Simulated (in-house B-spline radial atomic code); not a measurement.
# RPA and G0W0 on CAM-B3LYP: N V (N4+)

Configuration [He] 2s1, highest spin, mean-field start CAM-B3LYP. Computed with a B-spline radial code for spherical atoms: all electrons, non-relativistic, point nucleus, each spin shell either full or empty, empty states to l = 9 with an (l + 1/2)⁻⁴ tail; G0W0 by contour deformation at full frequency.

RPA overbinds a lone outer s electron by self-correlation, and G0W0 tends to as well.

Command:
```bash
python run_gw.py task.json out
```
Settings (radii: box in bohr, nucleus in fm):
```
Z                        7
electrons                3
configuration            [He] 2s1
hamiltonian              nr
method                   camb3lyp
lmax                     9
spin_polarised           True
box_radius               11.96
intervals                44
ion_configuration        1s2
```

Time taken, with all properties: 1.2 s on 1 thread of AMD EPYC 7R43 64-Core Processor, with other jobs on the host.

Energies (hartree):

```tsv
term	value
mean-field total	-48.35891
Hartree-Fock functional on these orbitals	-48.32551
direct second order	-0.14259
second-order exchange	0.091624
SOSEX correction	0.081796
```

(1) What is the RPA correlation energy, and what remains with SOSEX?

Quasi-particle levels (eV):

```tsv
level	occupied	mean field	Σx - vxc	Σc	QP weight	G0W0
2s up	yes	-93.22	-4.51	?	?	?
1s down	yes	-489.55	-30.11	3.12	0.945	-516.54
1s up	yes	-491.09	-31.58	3.30	0.914	-519.38
2s down	no	-80.94	6.44	-2.74	0.932	-77.23
```

G0W0 = mean field + (Σx - vxc) + Σc, with Σc (partial-wave tail included) taken at the quasi-particle energy.

(2) Where does G0W0 put 2s up?

(3) What does it cost to remove one electron (to 1s2) by differences of total energies, each species on its own start (correlation terms add to the Hartree-Fock functional)?

## Answers

(1) RPA gives -0.13052 hartree (-1.18 eV per electron); RPA + SOSEX gives -0.048726, and the second-order doubles -0.050964 hartree (no singles). SOSEX takes back 63 % of the RPA value.

(2) At -99.19 eV, with Σc = -1.46 eV and a quasi-particle weight of 0.969. The tabulated removal energy is 97.890 eV (NIST, measured).

(3) CAM-B3LYP 98.56 eV, Hartree-Fock functional 97.70 eV, + RPA 98.83 eV, + RPA + SOSEX 97.81 eV, + second order 97.83 eV. Tabulated: 97.890 eV (NIST, measured).
